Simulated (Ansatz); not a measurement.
C₃H₁₁NSn⁻, that is Sn(NMeEt)H3 with one electron more. The state is a doublet with charge -1. Geometry r2SCAN-D4/def2-SVP, that of the neutral singlet; atoms count from 1.

```xyz
16

Sn   -1.549    1.414    0.400
N    -0.064    0.031    0.720
C     1.262    0.520    1.035
C    -0.092   -1.207   -0.038
C     0.398   -1.128   -1.486
H     1.846   -0.275    1.542
H     1.866    0.857    0.164
H     1.202    1.369    1.737
H     0.522   -1.955    0.508
H    -1.124   -1.603   -0.026
H     0.353   -2.115   -1.974
H    -0.223   -0.433   -2.078
H     1.440   -0.776   -1.545
H    -1.329    2.375   -1.018
H    -1.518    2.427    1.781
H    -2.989    0.498    0.277
```

In the def2 sets Sn takes a core potential; there is no spin–orbit coupling. The highest occupied level of the charge -1 doublet lies above zero (up to 1.77 eV). By energy differences it is unbound by 0.78 eV (vertical, against the charge 0 singlet, at PBE0-D4/def2-TZVPD) and held by the finite basis.

Estimate the Mulliken populations from the PBE0/def2-TZVPD orbitals of Ansatz.


```tsv
atom	charge (e)	spin (α − β)
Sn1	-1.32	1.50
N2	0.64	-0.81
C3	-0.87	0.12
C4	-0.26	-0.04
C5	-0.79	0.02
H6	0.13	0.12
H7	0.30	-0.06
H8	0.27	-0.04
H9	0.29	-0.07
H10	-0.01	0.18
H11	0.32	-0.09
H12	0.21	0.02
H13	0.20	-0.01
H14	-0.05	0.06
H15	-0.03	0.05
H16	-0.02	0.04
```
Mulliken values depend strongly on the basis. With diffuse functions, as here, like atoms can get unlike values, and bond orders can come out too low or too high.

Where does the spin sit?

Summed by element: Sn 1.50, N -0.81, C 0.11, H 0.20, of 1 unpaired in all. Largest on single atoms: Sn1 1.50, N2 -0.81, H10 0.18.

And the Mayer bond orders between heavy atoms (over 0.3)?

N2–C3 0.93 (1.45 Å); N2–C4 1.07 (1.45 Å); C4–C5 0.88 (1.53 Å).
